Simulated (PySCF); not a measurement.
Geometry:
| atom | x (Å) | y (Å) | z (Å) |
| --- | --- | --- | --- |
| Si1 | 2.666 | -0.289 | -0.696 |
| C2 | 0.975 | -1.087 | -0.462 |
| C3 | -0.065 | -0.112 | 0.062 |
| C4 | -1.538 | -0.598 | 0.181 |
| C5 | -2.305 | 0.737 | -0.001 |
| Si6 | -0.774 | 1.357 | -0.930 |
| H7 | 3.663 | -1.268 | -1.231 |
| H8 | 3.177 | 0.249 | 0.604 |
| H9 | 2.555 | 0.854 | -1.659 |
| H10 | 1.082 | -1.957 | 0.212 |
| H11 | 0.659 | -1.494 | -1.439 |
| H12 | 0.245 | 0.289 | 1.046 |
| H13 | -1.761 | -1.275 | -0.661 |
| H14 | -1.765 | -1.153 | 1.108 |
| H15 | -3.287 | 0.673 | -0.490 |
| H16 | -2.426 | 1.264 | 0.959 |
| H17 | -0.262 | 2.749 | -0.728 |
| H18 | -0.827 | 1.069 | -2.399 |

Geometry: PBE0-D3(BJ)/def2-SVP; GIAO shifts from PySCF 2.14.0 with density-fitted response routines, gas phase, non-relativistic, averaged over equivalent atoms.

At PBE0/pcSseg-1 (176 basis functions, 57 s wall time on 1 thread of an Intel Xeon, shared host):
```csv
atoms,δ (ppm)
Si6,-22.2
Si1,-66.3
C4,36.1
C3,26.2
C2,13.1
C5,6.9
H17,4.94
H18,4.49
H7/H8/H9,3.75
H14,2.63
H13,1.83
H12,1.45
H16,1.07
H10,1.03
H15,0.92
H11,0.67
```

Scale: 29Si (351.99 ppm) and 13C (184.41 ppm) and 1H (31.27 ppm) against TMS (reference shieldings calculated alike).

Task: Estimate the result of repeating the calculation with B3LYP/pcSseg-1.

Result: 
| atoms | δ at B3LYP/pcSseg-1 | change |
| --- | --- | --- |
| Si6 | -23.2 | -1.0 |
| Si1 | -67.8 | -1.5 |
| C4 | 37.7 | +1.6 |
| C3 | 28.6 | +2.4 |
| C2 | 14.5 | +1.4 |
| C5 | 7.9 | +1.0 |
| H17 | 4.89 | -0.05 |
| H18 | 4.38 | -0.11 |
| H7/H8/H9 | 3.67 | -0.08 |
| H14 | 2.65 | +0.02 |
| H13 | 1.81 | -0.02 |
| H12 | 1.43 | -0.02 |
| H16 | 1.04 | -0.03 |
| H10 | 1.03 | +0.00 |
| H15 | 0.93 | +0.01 |
| H11 | 0.67 | +0.00 |

Chemical shifts δ = σref − σ; 29Si (σ = 337.86 ppm), 13C (σ = 179.24 ppm), 1H (σ = 31.38 ppm) against TMS, all at this level.

The largest change is at C3 (sp3 CH bonded to Si). Cost: 176 basis functions, 53 s wall time on 1 thread of an Intel Xeon, shared host. The order of the carbon signals is the same at both levels.
